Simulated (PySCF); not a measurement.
**Computed vibrations of [Ho(OH)2]+**

[Ho(OH)2]+ (singlet in the valence; each metal's 4f electrons, 10 of them, lie in its core potential, out of spins and levels). PySCF 2.14.0, RKS PBE0, Ho lcecp-1-SVP with ECP56, O def2-SVP, H def2-SVP; non-relativistic Hamiltonian with scalar-relativistic core potentials where named; density fitting; no spin-orbit coupling. Central differences of gradients.

```xyz
5

Ho    0.0000    0.0000   -0.1884
O     1.6285   -0.0347    0.8723
H     2.2898   -0.0488    1.5711
O    -1.6285    0.0347    0.8723
H    -2.2898    0.0488    1.5711
```

Run from Python with OMP_NUM_THREADS=2. Where DIIS fails, smearing, a level shift and second-order steps follow.
It took 20 s on 2 threads of Arm Neoverse V2, with other jobs on the host.

Question: What are the harmonic wavenumbers and infrared intensities?

Answer: Modes are labelled in C2v; negative numbers are unstable modes, those under 60 cm⁻¹ near the noise; a finer grid moves soft modes by up to 10 cm⁻¹.
```tsv
cm⁻¹	km/mol	symmetry
141	0.9	a1
460	206.4	b2
534	193.4	a1
560	0.0	a2
574	418.5	b1
699	170.9	b2
726	62.1	a1
3942	449.8	b2
3948	299.0	a1
```

Question: Is this a minimum?

Answer: Yes. Ideal gas at 298.15 K and 1 bar: S = 309.0 J/(mol K), Cp = 67.8 J/(mol K), H − H(0 K) = 14.4 kJ/mol (rigid rotor, harmonic modes, spin degeneracy alone, that of the 4f electrons in the core included).

An lcecp potential fixes the number of 4f electrons, so in runs with it no electron can move into or out of that shell.
